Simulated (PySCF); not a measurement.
PySCF 2.14 output of a UHF calculation on a single atom or ion in jorge-DZP-DKH, with scalar relativity by spin-free X2C-1e:

```
SCF conv_tol = 1e-09
number electrons alpha = 18  beta = 15
cycle= 1 E= -2785.41427584809  delta_E= -5.78e-11  |g|= 8.62e-06  |ddm|= 2.88e-05
converged SCF energy = -2785.41427584809  <S^2> = 3.7502807  2S+1 = 4.0001404
```

The run itself started from symmetry-adapted Hartree-Fock orbitals and held the occupation by maximum overlap, so the iterations belong to that start.

Question: Which element, charge and spin multiplicity is this?

Answer: Kr³⁺ (krypton, charge +3), multiplicity 4; the state was [Ar] 3d10 4s2 4p3, high-spin 4S determinant.
